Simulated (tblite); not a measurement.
Species: C₇H₅ (doublet state).
Atom-mapped SMILES: `[CH:1]#[C:2][CH:3]([C:4]=[CH2:5])[C:6]#[CH:7]` (hydrogens: H8 on C1; H9 on C3; H10, H11 on C5; H12 on C7)

Structure optimised with GFN2-xTB, isolated species. This method treats the open shell by occupation alone, without spin polarisation.

(1) List the bond lengths, angles and torsions at this level.

Results:

(1) 
```json
{"bond": "C1≡C2, C6≡C7", "length (Å)": "1.197", "order": "triple"}
{"bond": "C2–C3, C3–C6", "length (Å)": "1.459", "order": "single"}
{"bond": "C3–C4", "length (Å)": "1.477", "order": "single"}
{"bond": "C4=C5", "length (Å)": "1.293", "order": "double"}
{"bond": "C1–H8, C7–H12", "length (Å)": "1.049", "order": "single"}
{"bond": "C3–H9", "length (Å)": "1.101", "order": "single"}
{"bond": "C5–H10", "length (Å)": "1.093", "order": "single"}
{"bond": "C5–H11", "length (Å)": "1.080", "order": "single"}
```

Bonds in one row agree within 0.01 Å and their mean is given. Orders are formal, as drawn. A selection of angles:
```json
{"angle": "C2–C1–H8", "degrees": "178.5"}
{"angle": "C1–C2–C3", "degrees": "177.1"}
{"angle": "C2–C3–C4", "degrees": "109.5"}
{"angle": "C2–C3–C6", "degrees": "109.9"}
{"angle": "C2–C3–H9", "degrees": "108.7"}
{"angle": "C4–C3–H9", "degrees": "110.2"}
{"angle": "C3–C4–C5", "degrees": "140.1"}
{"angle": "C4–C5–H10", "degrees": "124.0"}
{"angle": "C4–C5–H11", "degrees": "121.6"}
{"angle": "H10–C5–H11", "degrees": "114.3"}
{"angle": "C3–C6–C7", "degrees": "178.6"}
{"angle": "C6–C7–H12", "degrees": "179.1"}
```

Dihedral angles: C2–C3–C4–C5 35° (synclinal). The mirror-image conformer, all signs reversed, is as good.

C5 (carbon bonded to C and 2 H) is planar (angles 124.0°, 121.6° and 114.3°, sum 360.0°, 0.00 Å off the plane of its three neighbours). The 6 C–C bonds span 1.196 Å (C6≡C7, drawn triple) to 1.477 Å (C3–C4, drawn single), a spread of 0.281 Å.

Point group: C1 (no symmetry element, even within 0.4 Å). Its GFN2-xTB frequencies are all real (lowest 27 cm⁻¹).

Time: 0.37 s wall. Hardware: one thread, AMD EPYC 9R45 (x86_64), no GPU, shared host with 96 logical CPUs at a one-minute load of 30. This is the geometry optimisation.

The numbers are calculated, not measured.
